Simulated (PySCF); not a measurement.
Isomers of C3H6O3Si.

All values: PBE0/pcSseg-1 (PySCF) at GFN2-xTB geometries, gas phase, one conformer each.

Problem. Rank by the lowest IAO charge on any atom, highest value first.
A. `[CH3:1][C:2](=[O:3])[O:4][SiH2:5][CH:6]=[O:7]` with C1–C2–O4–Si5 179°, C2–O4–Si5–C6 178°, O4–Si5–C6–O7 -179°
B. `[CH2:1]=[C:2]([O:3][SiH3:4])[C:5](=[O:6])[OH:7]` with C1–C2–O3–Si4 180°, C1–C2–C5–O6 180°, C2–C5–O7–H 180°
C. `[CH3:1][C:2](=[O:3])[SiH2:4][C:5](=[O:6])[OH:7]` with C1–C2–Si4–C5 -58°, C2–Si4–C5–O6 39°, Si4–C5–O7–H 180°
D. `C[Si@H]1OCC(=O)O1`

Solution. C (-0.483 e), B (-0.568 e), A (-0.601 e), D (-0.755 e).

Problem. Rank by the highest Hirshfeld charge on any atom, lowest value first.
A. `[CH3:1][C:2](=[O:3])[O:4][SiH2:5][CH:6]=[O:7]` with C1–C2–O4–Si5 179°, C2–O4–Si5–C6 178°, O4–Si5–C6–O7 -179°
B. `[Si@@H]1(OCC(=O)O1)C`
C. `[CH3:1][C:2](=[O:3])[SiH2:4][C:5](=[O:6])[OH:7]` with C1–C2–Si4–C5 -58°, C2–Si4–C5–O6 39°, Si4–C5–O7–H 180°
D. `[CH2:1]=[C:2]([O:3][SiH3:4])[C:5](=[O:6])[OH:7]` with C1–C2–O3–Si4 180°, C1–C2–C5–O6 180°, C2–C5–O7–H 180°

Solution. C (+0.336 e), D (+0.352 e), A (+0.407 e), B (+0.507 e).

Problem. Rank by HOMO–LUMO gap, lowest first.
A. `C[Si@H]1OCC(=O)O1`
B. `[CH2:1]=[C:2]([O:3][SiH3:4])[C:5](=[O:6])[OH:7]` with C1–C2–O3–Si4 180°, C1–C2–C5–O6 180°, C2–C5–O7–H 180°
C. `[CH3:1][C:2](=[O:3])[O:4][SiH2:5][CH:6]=[O:7]` with C1–C2–O4–Si5 179°, C2–O4–Si5–C6 178°, O4–Si5–C6–O7 -179°

Solution. C (5.48 eV), B (5.79 eV), A (8.17 eV).

All values together:

```json
{"SMILES": "CC(=O)O[SiH2]C=O", "μ (D)": "2.96", "HOMO (eV)": "-7.19", "LUMO (eV)": "-1.71", "lowest IAO charge (e)": "-0.601 (O)", "highest IAO charge (e)": "+0.949 (Si)", "lowest Hirshfeld charge (e)": "-0.251 (O)", "highest Hirshfeld charge (e)": "+0.407 (Si)"}
{"SMILES": "CC(=O)[SiH2]C(=O)O", "μ (D)": "2.35", "HOMO (eV)": "-7.01", "LUMO (eV)": "-1.42", "lowest IAO charge (e)": "-0.483 (C)", "highest IAO charge (e)": "+0.640 (Si)", "lowest Hirshfeld charge (e)": "-0.253 (O)", "highest Hirshfeld charge (e)": "+0.336 (Si)"}
{"SMILES": "C[Si@H]1OCC(=O)O1", "μ (D)": "3.69", "HOMO (eV)": "-7.97", "LUMO (eV)": "0.20", "lowest IAO charge (e)": "-0.755 (C)", "highest IAO charge (e)": "+1.342 (Si)", "lowest Hirshfeld charge (e)": "-0.267 (O)", "highest Hirshfeld charge (e)": "+0.507 (Si)"}
{"SMILES": "C=C(O[SiH3])C(=O)O", "μ (D)": "2.27", "HOMO (eV)": "-7.31", "LUMO (eV)": "-1.52", "lowest IAO charge (e)": "-0.568 (O)", "highest IAO charge (e)": "+0.867 (Si)", "lowest Hirshfeld charge (e)": "-0.220 (O)", "highest Hirshfeld charge (e)": "+0.352 (Si)"}
```

Conformers: `[CH3:1][C:2](=[O:3])[O:4][SiH2:5][CH:6]=[O:7]` with C1–C2–O4–Si5 179°, C2–O4–Si5–C6 178°, O4–Si5–C6–O7 -179°; `[CH3:1][C:2](=[O:3])[SiH2:4][C:5](=[O:6])[OH:7]` with C1–C2–Si4–C5 -58°, C2–Si4–C5–O6 39°, Si4–C5–O7–H 180°; `[CH2:1]=[C:2]([O:3][SiH3:4])[C:5](=[O:6])[OH:7]` with C1–C2–O3–Si4 180°, C1–C2–C5–O6 180°, C2–C5–O7–H 180°.
